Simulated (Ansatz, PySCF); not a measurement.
Sn(Cl)(OH)(NH2)2 (ClH5N2OSn), SMILES [OH][Sn]([Cl])([NH2])[NH2]. Atoms are numbered in the order given.

```xyz
10

N     -1.4711     1.4517    -0.3656
Sn    -0.0602     0.1245     0.2073
N      1.5249     0.9217     1.1686
O     -0.8108    -1.1438     1.5140
Cl     0.5424    -1.0409    -1.7539
H     -1.5918     1.4679    -1.3769
H     -1.2550     2.3969    -0.0526
H      2.3315     1.0391     0.5572
H      1.8084     0.3240     1.9449
H     -1.7613    -1.2533     1.3899
```
Charge 0, spin multiplicity 1.

Geometry: PBE0-D3(BJ)/def2-SVP. The def2 effective core potentials stand for the cores of Sn; spin–orbit coupling is left out. The values are those of a single conformer.

Two levels are set side by side: PBE-D3(BJ)/def2-SVP (Ansatz, a program for electronic structure) and PBE0-D3(BJ)/def2-SVP (Ansatz). Each level has its own optimised geometry; the coordinates shown are those of the second. Frequencies come from the Hessian of PySCF at each geometry. Differences are taken from unrounded values.

| quantity | PBE0-D3(BJ) | PBE-D3(BJ) | PBE-D3(BJ) minus PBE0-D3(BJ) |
|---|---|---|---|
| mean bond length (Å) | 1.490 | 1.511 | 0.021 |
| bond N1–Sn2 (Å) | 2.020 | 2.055 | 0.035 |
| bond Sn2–N3 (Å) | 2.018 | 2.053 | 0.035 |
| bond Sn2–O4 (Å) | 1.970 | 1.999 | 0.029 |
| bond Sn2–Cl5 (Å) | 2.360 | 2.389 | 0.029 |
| bond N1–H6 (Å) | 1.019 | 1.030 | 0.012 |
| bond N1–H7 (Å) | 1.019 | 1.031 | 0.012 |
| bond N3–H8 (Å) | 1.019 | 1.031 | 0.012 |
| bond N3–H9 (Å) | 1.020 | 1.032 | 0.012 |
| bond O4–H10 (Å) | 0.965 | 0.978 | 0.013 |
| highest harmonic wavenumber (cm⁻¹) | 3890 | 3702 | -187 |
| mean harmonic wavenumber (cm⁻¹) | 1194 | 1150 | -44 |
| zero-point energy (kcal/mol) | 40.97 | 39.45 | -1.52 |

Exact exchange shortens and stiffens bonds; PBE has none. Differences between two approximate levels are no errors against the true value.
